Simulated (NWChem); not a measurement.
Species: SbCl₂ cation; SMILES [Cl][Sb+][Cl]

Computed with NWChem. Coordinates come from a PBE-D3(BJ)/def2-SVP (def2 core potentials past Kr) optimisation.

For level PBE0/3-21G, non-relativistic:

```yaml
highest occupied level (eV): -15.07
orbital gap (eV): 4.15
```

Task: What are these values for level PBE0/STO-3G, non-relativistic?

Result: 
- highest occupied level (eV) = -13.49
- orbital gap (eV) = 3.78
